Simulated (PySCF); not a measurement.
## Building multiplets from coupling constants

Mapped SMILES: `[F:1][CH:2]([F:3])[C@@:4]12[CH2:5][CH2:6][CH2:7][C@@H:8]1[C@@H:9]([F:10])[CH2:11][CH2:12]2`; H(Xn) means a hydrogen on atom n. Ha(C11), Ha(C12) are cis to C7 on the ring; Ha(C5), Ha(C6), Ha(C7) are cis to C9 on the ring; Hb(C11), Hb(C12) are trans to C7 on the ring; Hb(C5), Hb(C6), Hb(C7) are trans to C9 on the ring.

Gas phase, non-relativistic Hamiltonian, single conformer. Shielding tensors at B3LYP/pcSseg-1 (GIAO); geometry: PBE0-D3(BJ)/def2-SVP; couplings computed with B3LYP/pcJ-1 (spin–dipole term only in couplings to heteroatoms); PySCF.

Shifts are taken against calculated references (same method and geometry level): $^{1}$H (σref 31.38) against TMS.

Spectrometer: 800 MHz for $^{1}$H. First-order analysis; couplings under 1 Hz (under 4 Hz in carbon signals) are ignored, and nearly equal couplings are merged; the smaller ones broaden or split the lines further.

Q: What pattern does Hb(C7) show ($^{1}$H)?

A: A doublet of triplets of doublets at δ 1.82: 15.4 Hz to Ha(C7) (1 × $^{1}$H, 2 bonds away), 14.1 Hz to Ha(C6) and H(C8) (2 × $^{1}$H, 3 bonds away), 8.7 Hz to Hb(C6) (1 × $^{1}$H, 3 bonds away). Lines in Hz from the centre (relative intensity): +26.1 (1), +17.4 (1), +12.1 (2), +10.8 (1), +3.4 (2), +2.0 (1), -2.0 (1), -3.4 (2), -10.8 (1), -12.1 (2), -17.4 (1), -26.1 (1). The outer lines are 52.3 Hz apart, the sum of the couplings kept, or 0.065 ppm at this field.

Q: What pattern does Ha(C5) show ($^{1}$H)?

A: A doublet of doublets of doublets at δ 1.57: 13.7 Hz to Hb(C5) (1 × $^{1}$H, 2 bonds away), 6.7 Hz to Ha(C6) (1 × $^{1}$H, 3 bonds away), 1.5 Hz to Ha(C7) (1 × $^{1}$H, 4 bonds away). Lines in Hz from the centre (relative intensity): +10.9 (1), +9.4 (1), +4.2 (1), +2.8 (1), -2.8 (1), -4.2 (1), -9.4 (1), -10.9 (1). The outer lines are 21.9 Hz apart, the sum of the couplings kept, or 0.027 ppm at this field.

Q: What pattern does H(C2) show ($^{1}$H)?

A: A doublet of doublets of doublets at δ 5.85: 67.0 Hz to F1 (1 × $^{19}$F, 2 bonds away), 65.4 Hz to F3 (1 × $^{19}$F, 2 bonds away), 1.0 Hz to F10 (1 × $^{19}$F, 5 bonds away). Lines in Hz from the centre (relative intensity): +66.7 (1), +65.7 (1), +1.3 (1), +0.3 (1), -0.3 (1), -1.3 (1), -65.7 (1), -66.7 (1). The outer lines are 133.4 Hz apart, the sum of the couplings kept, or 0.167 ppm at this field.

Unscaled 3J(H,H) at this level run about 10 % above measured values.
